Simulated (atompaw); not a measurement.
## Which change was made? (Bi, PAW (atompaw))

```json
{
  "Element": "Bi (Z = 83)",
  "Generator": "atompaw 4.2.0.5",
  "Type": "PAW",
  "Functional": "PBE",
  "Relativity": "scalar-relativistic",
  "Frozen core": "[Xe] 4f14",
  "Valence charge": "15",
  "Reference configuration": "5d10 6s2 6p3",
  "Partial waves": "6s (bound): rc 2.00 bohr; 6s channel at 4.05 Ry: rc 2.00 bohr; 6p (bound): rc 2.00 bohr; 6p channel at 2.55 Ry: rc 2.00 bohr; 5d (bound): rc 2.00 bohr; 5d channel at -1.35 Ry: rc 2.00 bohr",
  "Local potential": "ultrasoft scheme with l = 3 at 0 Ry, radius 1.95 bohr",
  "Core correction": "smooth core density matched at 1.30 bohr",
  "Augmentation charge": "besselshape compensation charge, radius 1.45 bohr; PAW radius 2.00 bohr; waves and projectors: custom rrkj gramschmidtortho"
}
```

Cutoffs, loose and tight: the cutoffs (Ry, on a coarse ladder) from which the occupation-weighted sum of valence levels, in a spherical-Bessel basis at the reference potential, stays within 10 and 1 mRy of its value at 400 Ry. They see the waves, projectors and local potential, not the compensation charge or the core.

The base gives: outcome: generated; cutoff, loose: 30 Ry; cutoff, tight: 50 Ry; bound ghosts: s.

(1) After one change the result is: outcome: generated; cutoff, loose: 40 Ry; cutoff, tight: 70 Ry; bound ghosts: s. Which change was it?
A. all radii scaled by about 1.27 (s 2.54, p 2.54, d 2.54 bohr); local potential ultrasoft scheme with l = 3 at 0 Ry, radius 2.48 bohr; augmentation besselshape compensation charge, radius 1.84 bohr; PAW radius 2.54 bohr; waves and projectors: custom rrkj gramschmidtortho; core correction smooth core density matched at 1.64 bohr
B. local potential ultrasoft scheme with l = 3 at 0 Ry, radius 1.60 bohr
C. wave 6s (bound): rc 2.00 bohr becomes 6s (bound): rc 1.16 bohr

Answers

(1) C. The others give: local potential ultrasoft scheme with l = 3 at 0 Ry, radius 1.60 bohr → outcome: generated; cutoff, loose: 30 Ry; cutoff, tight: 50 Ry; bound ghosts: s, p | all radii scaled by about 1.27 (s 2.54, p 2.54, d 2.54 bohr); local potential ultrasoft scheme with l = 3 at 0 Ry, radius 2.48 bohr; augmentation besselshape compensation charge, radius 1.84 bohr; PAW radius 2.54 bohr; waves and projectors: custom rrkj gramschmidtortho; core correction smooth core density matched at 1.64 bohr → outcome: generated; cutoff, loose: 18 Ry; cutoff, tight: 30 Ry; bound ghosts: none.
